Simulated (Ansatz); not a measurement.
A nudged elastic band was laid between two geometries of H4OSSn (7 atoms, charge 0, multiplicity 1).

Method: RKS PBE0/def2-SVP (Ansatz).

```
movable images  : 7
climbing image  : yes
spring          : 5.0 eV/Å²
optimiser       : quadratic models (default)
start path      : through a guess of the saddle point
force threshold : 0.05 eV/Å
iteration limit : 60
end points      : relaxed
```

First end point:

```xyz
7
Properties=species:S:1:pos:R:3
S -2.099 -0.084 0.369
O -0.640 -0.859 0.594
Sn 0.999 0.197 0.070
H -2.392 -0.525 -0.884
H 0.872 0.478 -1.615
H 0.976 1.643 0.981
H 2.284 -0.850 0.485
```

Last end point:

```xyz
7
Properties=species:S:1:pos:R:3
S -1.997 -0.506 -0.556
O -0.589 -1.065 0.143
Sn 1.007 0.161 -0.010
H -2.546 0.115 0.523
H 1.272 0.436 -1.676
H 0.598 1.592 0.837
H 2.255 -0.734 0.740
```

Question: What changes between the two ends?

Answer: No bond is made or broken. The dihedral H4–S1–O2–Sn3 goes from 92 to -92°. The two ends are copies of one structure, up to a mirror image or an exchange of like atoms.

Question: Give the energies along the band, and the barrier.

Answer: It converged. The highest image is number 4 of 0 to 8, 0.134 eV above the ends, which have the same energy within 2 meV. A vibrational analysis at the climbing image gives one clearly imaginary mode, 198i cm⁻¹: a first-order saddle point.

```csv
image,path coordinate (Å),energy (eV),dihedral H4–S1–O2–Sn3 (°)
0,0.00,0.000,92
1,0.39,0.018,111
2,0.79,0.063,133
3,1.18,0.113,156
4,1.57,0.134,-179
5,1.98,0.111,-154
6,2.39,0.060,-130
7,2.79,0.016,-109
8,3.20,0.000,-92
```

Question: What is the geometry of the highest image?

Answer: 
```xyz
7
Properties=species:S:1:pos:R:3:forces:R:3
S -2.060 0.085 -0.222 0.01 -0.02 0.00
O -0.645 -0.744 0.148 -0.01 0.02 0.00
Sn 1.095 0.248 0.031 0.00 0.00 0.00
H -2.890 -0.958 0.009 0.00 0.01 0.00
H 1.325 0.705 -1.603 0.00 0.00 0.00
H 0.983 1.605 1.068 0.00 0.00 0.00
H 2.192 -0.940 0.569 0.00 0.00 0.00
```

Question: What are the harmonic wavenumbers there?

Answer: 198i, 74, 143, 476, 495, 532, 692, 698, 716, 840, 1033, 1943, 1947, 1980, 2686 cm⁻¹.

Time of the run: 2.7 min on 1 thread of Arm Neoverse V1 (shared host), peak memory 0.26 GiB.
